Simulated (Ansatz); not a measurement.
Geometry optimisation of CH$_{6}$BGa, SMILES `[BH2][GaH][CH3]`.

```yaml
crystal:
  periodic: [false, false, false]
  atoms:
    - {symbol: B, position_ang: [-1.168930, 0.922390, -1.505010]}
    - {symbol: Ga, position_ang: [0.129030, 0.647110, 0.130680]}
    - {symbol: C, position_ang: [0.743940, -1.102250, 0.984070]}
    - {symbol: H, position_ang: [-2.330800, 0.821540, -1.386140]}
    - {symbol: H, position_ang: [-0.772710, 1.131660, -2.588600]}
    - {symbol: H, position_ang: [0.790200, 1.910300, 0.893520]}
    - {symbol: H, position_ang: [0.261390, -1.976210, 0.531580]}
    - {symbol: H, position_ang: [1.826660, -1.235350, 0.883680]}
    - {symbol: H, position_ang: [0.521220, -1.119190, 2.056220]}
basis:
  gaussian: {orbitals: def2-TZVP}
hamiltonian: {xc: pbe0, dispersion: d4}
relax: {f_tol: 0.005, max_steps: 150}
```

```sh
$ ansatz run in.yaml --threads 2 --pin off --events-out ev --progress --plain --max-ram 20480MiB --backend cpu
```

It prints (some lines left out):

```
Functional definition: PBE0
mean field -54178.85327407 eV, -1991.0361340762 hartree, gradient 1.2e-5 eV, S^2 0.000000; 0 other end points of the search recorded, 0 dependent functions left out
relax step   1: F+E_penalty+E_count = -54178.96570991 eV  Δ(F+E_penalty+E_count) = +0.000e0 eV  max|allowed force component| = 7.822e-1 eV/Å  Δτ_max = 0.0000 Å  (27 SCF iters, accepted)
mean field -54178.90169226 eV, -1991.0379134120 hartree, gradient 1.3e-5 eV, S^2 0.000000; 0 other end points of the search recorded, 0 dependent functions left out
relax step   2: F+E_penalty+E_count = -54179.01600427 eV  Δ(F+E_penalty+E_count) = -5.029e-2 eV  max|allowed force component| = 6.069e-1 eV/Å  Δτ_max = 0.1199 Å  (30 SCF iters, accepted)
mean field -54178.93496078 eV, -1991.0391360076 hartree, gradient 1.6e-5 eV, S^2 0.000000; 0 other end points of the search recorded, 0 dependent functions left out
relax step   3: F+E_penalty+E_count = -54179.04926567 eV  Δ(F+E_penalty+E_count) = -3.326e-2 eV  max|allowed force component| = 1.086e-1 eV/Å  Δτ_max = 0.0571 Å  (30 SCF iters, accepted)
mean field -54178.93676791 eV, -1991.0392024185 hartree, gradient 9.9e-6 eV, S^2 0.000000; 0 other end points of the search recorded, 0 dependent functions left out
relax step   4: F+E_penalty+E_count = -54179.05123184 eV  Δ(F+E_penalty+E_count) = -1.966e-3 eV  max|allowed force component| = 3.581e-2 eV/Å  Δτ_max = 0.0169 Å  (32 SCF iters, accepted)
mean field -54178.93911217 eV, -1991.0392885683 hartree, gradient 1.0e-5 eV, S^2 0.000000; 0 other end points of the search recorded, 0 dependent functions left out
relax step   5: F+E_penalty+E_count = -54179.05362768 eV  Δ(F+E_penalty+E_count) = -2.396e-3 eV  max|allowed force component| = 1.109e-2 eV/Å  Δτ_max = 0.0689 Å  (30 SCF iters, accepted)
mean field -54178.93937401 eV, -1991.0392981907 hartree, gradient 9.9e-6 eV, S^2 0.000000; 0 other end points of the search recorded, 0 dependent functions left out
relax step   6: F+E_penalty+E_count = -54179.05391475 eV  Δ(F+E_penalty+E_count) = -2.871e-4 eV  max|allowed force component| = 1.307e-2 eV/Å  Δτ_max = 0.0263 Å  (31 SCF iters, accepted)
mean field -54178.93934874 eV, -1991.0392972622 hartree, gradient 9.8e-6 eV, S^2 0.000000; 0 other end points of the search recorded, 0 dependent functions left out
relax step   7: F+E_penalty+E_count = -54179.05389466 eV  Δ(F+E_penalty+E_count) = +2.009e-5 eV  max|allowed force component| = 2.363e-2 eV/Å  Δτ_max = 0.0058 Å  (32 SCF iters, rejected (line search))
mean field -54178.93940918 eV, -1991.0392994833 hartree, gradient 9.8e-6 eV, S^2 0.000000; 0 other end points of the search recorded, 0 dependent functions left out
relax step   8: F+E_penalty+E_count = -54179.05396050 eV  Δ(F+E_penalty+E_count) = -4.575e-5 eV  max|allowed force component| = 7.782e-3 eV/Å  Δτ_max = 0.0029 Å  (32 SCF iters, accepted)
mean field -54178.93941923 eV, -1991.0392998525 hartree, gradient 9.8e-6 eV, S^2 0.000000; 0 other end points of the search recorded, 0 dependent functions left out
relax step   9: F+E_penalty+E_count = -54179.05399427 eV  Δ(F+E_penalty+E_count) = -3.378e-5 eV  max|allowed force component| = 1.135e-3 eV/Å  Δτ_max = 0.0056 Å  (32 SCF iters, accepted)
mean field -54178.93941923 eV, -1991.0392998525 hartree, gradient 1.7e-5 eV, S^2 0.000000; 1 other end points of the search recorded, 0 dependent functions left out
Total energy: -54179.05402916 eV, -1991.0435116898 hartree
Atom 0 at    -1.123961     0.868375    -1.440220 Å, force    -0.000081     0.001122    -0.000588 eV/Å
Atom 1 at     0.141798     0.646229     0.181489 Å, force    -0.000443     0.000325     0.000600 eV/Å
Atom 2 at     0.722990    -1.085896     0.935277 Å, force     0.001135    -0.000800    -0.000008 eV/Å
Atom 3 at    -2.314554     0.947545    -1.318770 Å, force    -0.000402    -0.000289    -0.000477 eV/Å
Atom 4 at    -0.718255     0.934140    -2.567020 Å, force    -0.000473    -0.000797     0.000376 eV/Å
Atom 5 at     0.724689     1.924575     0.911517 Å, force     0.000854     0.000626     0.000124 eV/Å
Atom 6 at     0.266486    -1.948339     0.449762 Å, force     0.000323     0.000160    -0.000186 eV/Å
Atom 7 at     1.810094    -1.169232     0.844723 Å, force     0.000108    -0.000117     0.000088 eV/Å
Atom 8 at     0.490714    -1.117397     2.003241 Å, force    -0.001022    -0.000231     0.000070 eV/Å
Dipole moment:    -0.014341    -0.122173    -0.017988 e Å
```

Run time 21 s (2 threads of an AMD EPYC 7R13 on a shared host); peak host memory 0.33 GiB.
